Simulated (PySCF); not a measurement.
# One molecule, several mistakes: AlCH4OSi cation

These are calculations, not measurements. The program is PySCF 2.14.0, an open-source quantum chemistry code, run on an isolated molecule that a program drew, which may never have been made. The molecule is AlCH4OSi cation (charge +1, singlet), drawn as the SMILES string `[AlH+][O]C=[SiH2]`.

Each row is a Hartree-Fock (HF) and frozen-core CCSD(T) single point in the cc-pV(D+d)Z basis, meant for a local HF minimum. Run 1 is clean. Each other run has one planted mistake out of seven kinds, and not every kind appears here: one electron removed, one electron added, multiplicity raised by two, geometry at a saddle point, minimal basis STO-3G, one bond length entered in bohr, all coordinates scaled. The reference is restricted for singlets and unrestricted otherwise, and also for a bond in bohr. Adding or removing an electron swaps singlet and doublet. Electrons count all cores. HOMO and LUMO are orbital energies over both spins, the gradient is its largest component, and the lowest frequency (negative if imaginary) is given only where the gradient is small. Bond lengths are over the 7 bonds as drawn. T1 is the CCSD diagnostic: over 0.02 (restricted) or 0.045 (unrestricted) a single reference is doubtful.

Geometry of the clean run:
```xyz
8
AlCH4OSi cation, angstrom
Al   -2.1823   -1.6005   -0.7335
O    -1.0549   -0.6831   -0.0905
C    -0.1680    0.1750    0.5657
Si    1.4883    0.3326    0.1942
H    -3.2475   -2.4993   -1.3764
H    -0.6598    0.7371    1.3484
H     2.2948    1.2735    0.9684
H     2.1173   -0.4481   -0.8754
```

```
run  electrons  basis functions  <S^2>  HOMO (eV)  LUMO (eV)  gradient (hartree/bohr)  lowest frequency (cm^-1)  mean bond (Å)  longest bond (Å)      T1  HF (hartree)  CCSD(T) (hartree)                 mistake
  1         44               94  0.000     -12.11      -3.99                  1.4e-05                       106         1.4623             1.705  0.0193    -645.61130         -646.12434                no fault
  2         44               94  0.000     -12.32      -3.81                  3.2e-02                         -         1.4067             1.640  0.0177    -645.59683         -646.10164  all coordinates scaled
  3         44               94  2.017      -9.33      -5.87                  1.3e-01                         -         1.4623             1.705  0.0268    -645.53597         -646.02409                       ?
  4         44               94  1.096     -11.58      -6.52                  1.7e-02                         -         1.6573             2.901  0.0628    -645.52309         -646.01786                       ?
```

**Which mistake was planted in run 3, and what did it cost?**

Electrons, basis and geometry are unchanged, and <S^2> is 2.017, beside S(S+1) = 2.00 for a multiplicity of 3. So the mistake is: multiplicity raised by two. Subtracting run 1 and multiplying by 627.51 kcal/mol a hartree, the energy moved by 47.3 kcal/mol in HF and 62.9 kcal/mol in CCSD(T).

**Which mistake was planted in run 4, and what did it cost?**

The mean bond changes by a factor of 1.133 and the longest by 1.701, so the molecule wasn't scaled as a whole. A length L in bohr read as angstrom grows by (1/0.5292 - 1) L = 0.890 L. The 7 bonds together grew by 7 x 0.1950 = 1.365 Å, which gives L = 1.534 Å. That is bond Al1-H5, 1.535 Å in the clean geometry. So the mistake is: one bond length entered in bohr. Subtracting run 1 and multiplying by 627.51 kcal/mol a hartree, the energy moved by 55.4 kcal/mol in HF and 66.8 kcal/mol in CCSD(T).

Cautions from the logs. Run 4: T1 is over the limit, so its CCSD(T) energy is less reliable.
